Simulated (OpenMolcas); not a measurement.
An OpenMolcas run meant for Sc I (ANO-RCC-VDZP, DKH2; inactive shells 1s 2s 2p 3s 3p; intended active space 3 electrons in 6 orbitals (3d 4s)). One step of its input:

```
&CASPT2
Multistate=10 1 2 3 4 5 6 7 8 9 10
Frozen=2 3
IPEA=0.25
Imaginary=1.5
MaxIter=60
WThr=0.0 0.3 0.05
PrWF=0.5
NoMix
```

The run finished. Its levels beside those of a sound run (SS-CASPT2, IPEA 0.25 Eh, imaginary shift 0.1 Eh (closed shells correlated: 3s 3p)), in cm⁻¹ above each run's lowest level:

```tsv
Level	This run	Usual run
3d 4s² ²D_3/2	0.0	0.0
3d 4s² ²D_5/2	138	138
3d² 4s ⁴F_3/2	6997	10339
3d² 4s ⁴F_5/2	7040	10382
3d² 4s ⁴F_7/2	7099	10441
3d² 4s ⁴F_9/2	7176	10518
3d² 4s ²F_5/2	13416	15142
3d² 4s ²F_7/2	13552	15277
3d² 4s ⁴P_1/2	14278	17484
3d² 4s ⁴P_3/2	14303	17509
3d² 4s ⁴P_5/2	14340	17546
3d² 4s ²D_3/2	15173	18393
3d² 4s ²D_5/2	15187	18408
3d² 4s ²P_1/2	19978	21139
```

Q: Which setting is unsound, and how much does it matter here?

A: The level shift is far above the usual 0.1 to 0.3 hartree and damps the second-order energy. Against the sound run the excited levels shown move by 2600 cm-1 on average and by 3300 cm-1 at most.

CASPT2 does not keep the components of a term degenerate, so their means are used; among the terms shown or strongly mixed into the levels shown the widest spread is 1200 cm-1 (3d² 4s ²F, the sound run). Over all roots computed the reference weight is 0.89 to 0.94 in the sound run; the roots of lowest weight are the least certain, and an intruder state may touch them. Some high roots are left out of the spin-orbit mixing, which shifts the levels that they would mix with. A single d shell beside an s shell can misplace configurations of different d count against each other. Levels of configurations outside the active space are missing.
